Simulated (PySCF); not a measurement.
A mixed set of molecules.

All values: PBE0/pcSseg-1 (PySCF) at GFN2-xTB geometries, gas phase, one conformer each.

**Question.** Rank by dipole moment, highest first.
A. `[F:1][CH2:2][C:3]([F:4])([F:5])[Si@@H:6]1[CH2:7][C@H:8]1[F:9]` with F1–C2–C3–F4 110°, C2–C3–Si6–C7 -88°
B. `[CH3:1][CH2:2]/[CH:3]=[CH:4]/[S:5]([CH3:6])(=[O:7])=[O:8]` with C1–C2–C3–C4 123°, C3–C4–S5–C6 111°
C. `C[Si]1(C)OC(=O)C(=O)O1`
D. `[CH3:1][CH:2]([CH3:3])[SiH2:4]/[CH:5]=[CH:6]/[Cl:7]` with C1–C2–Si4–C5 60°, C2–Si4–C5–C6 101°

**Answer.** C (6.60 D), B (5.18 D), A (2.30 D), D (1.62 D).

**Question.** Rank by the lowest IAO charge on any atom, highest value first.
A. `C/C=C(\CF)[Si](F)(F)F`
B. `CC(C)[SiH2]/C=C/Cl`
C. `C[Si]1(C)OC(=O)C(=O)O1`
D. `CN([SiH3])C[SiH2]N`
E. `C(C)/C=C/S(=O)(=O)C`
F. `[Si@@H]1([C@H](F)C1)C(F)(F)CF`

**Answer.** B (-0.443 e), A (-0.523 e), F (-0.551 e), C (-0.748 e), D (-0.842 e), E (-0.902 e).

**Question.** Rank by the highest Hirshfeld charge on any atom, highest value first.
A. `FCC(F)(F)[Si@@H]1C[C@H]1F`
B. `O=S(/C=C/CC)(=O)C`
C. `C/C=C(\CF)[Si](F)(F)F`
D. `C[Si]1(C)OC(=O)C(=O)O1`
E. `C(=C\[SiH2]C(C)C)/Cl`
F. `[SiH3]N(C[SiH2]N)C`

**Answer.** C (+0.561 e), D (+0.541 e), B (+0.513 e), F (+0.362 e), E (+0.342 e), A (+0.302 e).

All values together:

```csv
SMILES,formula,μ (D),HOMO (eV),LUMO (eV),lowest IAO charge (e),highest IAO charge (e),lowest Hirshfeld charge (e),highest Hirshfeld charge (e)
CC(C)[SiH2]/C=C/Cl,C5H11ClSi,1.62,-7.50,-0.65,-0.443 (C),+0.751 (Si),-0.148 (C),+0.342 (Si)
CN([SiH3])C[SiH2]N,C2H12N2Si2,1.69,-6.29,0.30,-0.842 (N),+0.890 (Si),-0.321 (N),+0.362 (Si)
C/C=C(\CF)[Si](F)(F)F,C4H6F4Si,5.12,-8.24,-1.14,-0.523 (F),+1.775 (Si),-0.193 (F),+0.561 (Si)
FCC(F)(F)[Si@@H]1C[C@H]1F,C4H6F4Si,2.30,-7.21,-0.01,-0.551 (C),+0.760 (Si),-0.177 (C),+0.302 (Si)
CC/C=C/S(C)(=O)=O,C5H10O2S,5.18,-8.13,-0.84,-0.902 (O),+2.008 (S),-0.332 (O),+0.513 (S)
C[Si]1(C)OC(=O)C(=O)O1,C4H6O4Si,6.60,-8.20,-1.90,-0.748 (C),+1.452 (Si),-0.228 (O),+0.541 (Si)
```

Conformers: `[CH3:1][CH:2]([CH3:3])[SiH2:4]/[CH:5]=[CH:6]/[Cl:7]` with C1–C2–Si4–C5 60°, C2–Si4–C5–C6 101°; `[CH3:1][N:2]([SiH3:3])[CH2:4][SiH2:5][NH2:6]` with C1–N2–C4–Si5 174°, N2–C4–Si5–N6 178°, C4–Si5–N6–H 46° and -176°; `[CH3:1]/[CH:2]=[C:3](\[CH2:4][F:5])[Si:6]([F:7])([F:8])[F:9]` with C2–C3–C4–F5 179°; `[F:1][CH2:2][C:3]([F:4])([F:5])[Si@@H:6]1[CH2:7][C@H:8]1[F:9]` with F1–C2–C3–F4 110°, C2–C3–Si6–C7 -88°; `[CH3:1][CH2:2]/[CH:3]=[CH:4]/[S:5]([CH3:6])(=[O:7])=[O:8]` with C1–C2–C3–C4 123°, C3–C4–S5–C6 111°.
